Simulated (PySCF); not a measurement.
## State search for FeBr

Unrestricted PBE0; Fe def2-TZVPP, Br def2-TZVPP; no relativity (PySCF 2.14). Outer shells of the fragments: Fe 3d6 4s2; Br 3d10 4s2 4p5.

Followed along the bond (rough minima from three points):

| 2Ms+1 | unpaired | ⟨S²⟩ at the start | R at minimum (Å) | Te (eV) |
| --- | --- | --- | --- | --- |
| 6 | σ ↑↑, π ↑↑, δ ↑ | 8.75 | 2.34 | 0.00 |
| 4 | π ↑↑, δ ↑ | 3.99 | 2.26 | 0.03 |
| 4 | σ ↑, π ↑, δ ↑ | 3.82 | 2.29 | 0.24 |
| 6 | σ ↑↑, π ↑, δ ↑↑ | 8.76 | 2.37 | 0.30 |
| 6 | σ ↑, π ↑↑, δ ↑↑ | 8.76 | 2.34 | 0.39 |
| 4 | π ↑, δ ↑↑ | 4.37 | 2.31 | 0.71 |

Solutions found at the starting distance of 2.240 Å, counted from the lowest of them; the search is not exhaustive and high or unbound solutions are not listed, so other states can lie among these:

```tsv
2Ms+1	unpaired	term	E (eV)	⟨S²⟩	⟨Lz²⟩	μ (D)
4	π ↑↑, δ ↑	⁴Δ	0.00	3.99	4.01	-4.75
6	σ ↑↑, π ↑↑, δ ↑	⁶Δ	0.01	8.75	4.01	-1.78
4	σ ↑, π ↑, δ ↑	mixed	0.22	3.82	3.14	-5.07
6	σ ↑↑, π ↑, δ ↑↑	⁶Π	0.34	8.76	1.01	-2.26
6	σ ↑, π ↑↑, δ ↑↑	⁶Σ⁺	0.40	8.76	0.00	-1.96
4	π ↑, δ ↑↑	mixed	0.70	4.37	2.24	-3.30
4	σ ↓, π ↑↑, δ ↑↑	mixed	1.02	4.76	0.00	-1.43
2	π ↑↓, δ ↑	mixed	1.31	1.84	5.98	-4.86
4	σ ↑, π ↑↑	⁴Σ⁻	1.31	3.77	0.00	-5.47
2	σ ↓, π ↑, δ ↑	mixed	1.40	1.75	6.83	-5.05
2	σ ↑, π ↓, δ ↑	mixed	1.41	1.78	4.15	-5.13
2	σ ↓↓, π ↑↑, δ ↑	mixed	1.96	2.76	4.01	-1.23
2	π ↓, δ ↑↑	mixed	2.00	2.20	1.75	-3.60
2	σ ↓, π ↑↑	mixed	2.07	1.76	0.00	-5.36
```

A term symbol is given only where ⟨S²⟩ and ⟨Lz²⟩ are close to those of a pure state; real π, δ and φ orbitals otherwise mix terms. A positive dipole means Fe(−)Br(+).

Spin–orbit coupling is left out. With d or f electrons several states lie close, and the lowest PBE0 determinant need not be the measured ground state.
